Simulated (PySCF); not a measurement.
Gas-phase reaction: 2 Ga(OH)3 + GaH3 = 3 GaOH + 3 H2O

Energies from PySCF, thermal terms from the rigid-rotor harmonic-oscillator model, ideal gas at 1 bar. † marks an energy on the PBE0/def2-TZVP geometry and frequencies; other levels use their own. CCSD(T) freezes the core. All species are closed-shell singlets. Ga: all electrons, no relativistic terms. Ga(OH)3, GaH3, GaOH: computed as isolated molecules; such fragments, hydroxides, amides, oligomers or adducts are transient or little studied in the gas. CCSD(T) isn't extrapolated to the basis-set limit.

CCSD(T)/def2-SVP† gives ΔH°(298 K) = 228 kJ.

What do PBE/def2-TZVP†, PBE0/def2-TZVP, BLYP/def2-TZVP† give?

PBE/def2-TZVP†: 141 kJ; PBE0/def2-TZVP: 177 kJ; BLYP/def2-TZVP†: 72 kJ. For scale, ΔH°(298 K) is 228 kJ at this level, 169 kJ at ωB97M-V/def2-TZVP†, and runs from -63 to 283 kJ over the 19 levels computed.
